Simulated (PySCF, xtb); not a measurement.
B(OH)(SiH3)2 (BH₇OSi₂), SMILES OB([SiH3])[SiH3]. Other conformers were not sampled.

Harmonic wavenumbers (cm⁻¹) from GFN2-xTB in xtb at its own minimum, in rising order: 50, 57, 133, 221, 253, 404, 407, 462, 532, 577, 710, 792, 802, 814, 818, 820, 831, 835, 1069, 1257, 2125, 2179, 2185, 2222, 2223, 2226, 3504.

Problem. What does B3LYP-D3(BJ)/def2-SVP in PySCF give at its own minimum? (The exact figures need the calculation; the answer reports its results.)

Solution. 14, 78, 130, 243, 257, 400, 451, 478, 603, 655, 709, 776, 889, 909, 940, 941, 946, 947, 1125, 1347, 2167, 2190, 2191, 2202, 2203, 2207, 3780. Paired by order, the mean absolute difference is 56 cm⁻¹ and the zero-point energies are 40.8 and 42.6 kcal/mol.
